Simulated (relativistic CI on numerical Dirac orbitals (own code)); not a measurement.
## Sensitivity of the levels of Nb to α and to the nuclear radius

These numbers are calculated, not measured: Dirac-Coulomb-Breit CI, separate exchange-only KLI orbitals for each configuration, valence Slater integrals scaled by 0.85, P86 correlation energy added to each configuration, derivatives by finite differences, QED left out (own radial code, finite nucleus).

Configurations in the expansion (outside the closed core [Kr]): 4d⁴5s, 4d³5s², 4d⁴5p, 4d³5s5p, 4d⁵, 4d²5s²5p, 4d⁴5d, 4d⁴6s. Levels of other configurations are missing.

With x = (α/α₀)² − 1 an excitation energy changes as ω = ω₀ + qx; K = 2q/ω₀ is the relative enhancement. Terms are leading LS components, so labels can repeat. The field-shift factor is F = δν/δ⟨r²⟩ for the transition from the lowest level.

Lowest level 4d⁴5s ⁶D1/2.

| Level | ω₀ (cm⁻¹) | q (cm⁻¹) | K | F (GHz/fm²) |
| --- | --- | --- | --- | --- |
| 4d⁴5s ⁶D3/2 | 130.7 | 134.8 | 2.06 | 0.00332 |
| 4d⁴5s ⁶D5/2 | 340.0 | 340.9 | 2.01 | 0.00883 |
| 4d⁴5s ⁶D7/2 | 618.5 | 600 | 1.94 | 0.0165 |
| 4d⁴5s ⁶D9/2 | 957.6 | 898.5 | 1.88 | 0.0262 |
| 4d³5s² ⁴F3/2 | 4804.8 | -3730 | -1.55 | 1.92 |
| 4d³5s² ⁴F5/2 | 5173.9 | -3322 | -1.28 | 1.92 |
| 4d³5s² ⁴F7/2 | 5652.4 | -2824 | -0.999 | 1.91 |
| 4d³5s² ⁴F9/2 | 6209.5 | -2287 | -0.737 | 1.9 |
| 4d⁴5s ⁴P1/2 | 6874.7 | -2110 | -0.614 | 1.23 |
| 4d⁴5s ⁴P3/2 | 7187.7 | -1901 | -0.529 | 1.27 |
| 4d⁴5s ⁴P5/2 | 7763.7 | -1389 | -0.358 | 1.3 |
| 4d⁴5s ⁴D1/2 | 11717.9 | 1115 | 0.19 | -0.761 |
| 4d⁵ ⁶S5/2 | 11811.8 | 4416 | 0.748 | -2.17 |
| 4d⁴5s ⁴D3/2 | 11942.9 | 1365 | 0.229 | -0.758 |
| 4d⁴5s ⁴D5/2 | 12251.1 | 1525 | 0.249 | -0.694 |
| 4d⁴5s ⁴H7/2 | 12350.3 | -518.1 | -0.0839 | 0.296 |
| 4d⁴5s ⁴H9/2 | 12519.5 | 210.6 | 0.0336 | -0.0216 |
| 4d⁴5s ⁴D7/2 | 12681.4 | 1268 | 0.2 | -0.413 |
| 4d⁴5s ⁴H11/2 | 12702.8 | 535.7 | 0.0843 | -0.0857 |
| 4d³5s² ²G7/2 | 12787.7 | -1572 | -0.246 | 1.17 |
| 4d⁴5s ⁴H13/2 | 12925.9 | 783.8 | 0.121 | -0.0789 |
| 4d³5s² ²D3/2 | 12931.4 | -2851 | -0.441 | 1.75 |
| 4d³5s² ²G9/2 | 13114.5 | -2616 | -0.399 | 1.8 |

For a near-neutral ion this model can misplace configurations by up to about 10,000 cm⁻¹ (more where the count of f electrons changes) and terms by 10 to 25 % of their spread. Rates follow the energies as ν³ (E1, M1) or ν⁵ (E2), so they and the lifetimes can be off by large factors. The fine structure of a lone outer electron comes out too small, for d and f at times inverted, and misplaced configurations move strength between like terms.
